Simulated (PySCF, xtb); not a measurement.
Ag2, SMILES [Ag][Ag], multiplicity 1.

xtb with GFN2-xTB at its own geometry gives an orbital gap of 2.38 eV and a dipole moment of 0.00 D.

Geometry optimised at PBE0-D3(BJ)/def2-TZVPD. The multiplicity is an assumed one; other spin states were not compared. The def2 effective core potentials stand for the cores of Ag; spin–orbit coupling is left out.

Question: What does PySCF with PBE/def2-TZVPD give? (An estimate is asked for; the answer gives what the named calculation found.)

Answer: gap 2.05 eV (levels -5.21 and -3.17 eV), dipole 0.00 D.
